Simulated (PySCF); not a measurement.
CH3F3Sn, SMILES F[C](F)(F)[SnH3].

The structure is a stationary point at B3LYP-D3(BJ)/def2-SVP. The structure was generated by enumeration; whether it is a known compound was not checked. The def2 effective core potentials stand for the cores of Sn; spin–orbit coupling is left out.

Method: TDA-B3LYP/def2-SVPD (PySCF 2.14.0).

Vertical excitations; the highest root listed may be one member of a degenerate set. The molecule is in vacuum. State labels are in the subgroup Cs.

Computed UV-visible absorptions:
| state | symmetry | energy (eV) | λ (nm) | f | main pairs |
|---|---|---|---|---|---|
| S1 | A' | 7.37 | 168 | 0.014 | HOMO→LUMO+1 63 %, HOMO→LUMO 36 % |
| S2 | A" | 7.82 | 159 | 0.000 | HOMO−1→LUMO+1, HOMO→LUMO+3, HOMO−1→LUMO (degenerate set) |
| S3 | A' | 7.82 | 159 | 0.000 | HOMO−2→LUMO+1, HOMO→LUMO+2, HOMO−2→LUMO (degenerate set) |
| S4 | A' | 7.99 | 155 | 0.011 | HOMO→LUMO+2, HOMO−2→LUMO (degenerate set) |
| S5 | A" | 7.99 | 155 | 0.011 | HOMO→LUMO+3, HOMO−1→LUMO (degenerate set) |
| S6 | A' | 8.00 | 155 | 0.432 | HOMO→LUMO 56 %, HOMO→LUMO+1 33 % |
| S7 | A" | 8.24 | 150 | 0.117 | HOMO−1→LUMO+1, HOMO−1→LUMO, HOMO→LUMO+3, HOMO−1→LUMO+2 (degenerate set) |
| S8 | A' | 8.24 | 150 | 0.117 | HOMO−2→LUMO+1, HOMO−2→LUMO, HOMO→LUMO+2, HOMO−2→LUMO+2 (degenerate set) |
| S9 | A" | 8.47 | 146 | 0.000 | HOMO−1→LUMO+2 50 %, HOMO−2→LUMO+3 50 % |
| S10 | A' | 9.04 | 137 | 0.115 | HOMO→LUMO+4 49 %, HOMO−1→LUMO+3 24 %, HOMO−2→LUMO+2 24 % |
| T1 | A' | 6.32 | 196 | 0 | HOMO→LUMO 69 %, HOMO→LUMO+1 24 % |
| T2 | A" | 6.96 | 178 | 0 | HOMO−1→LUMO, HOMO−1→LUMO+1 (degenerate set) |
| T3 | A' | 6.96 | 178 | 0 | HOMO−2→LUMO, HOMO−2→LUMO+1 (degenerate set) |
| T4 | A' | 6.99 | 177 | 0 | HOMO→LUMO+1 70 %, HOMO→LUMO 21 % |
Triplets are in the Tamm–Dancoff approximation.
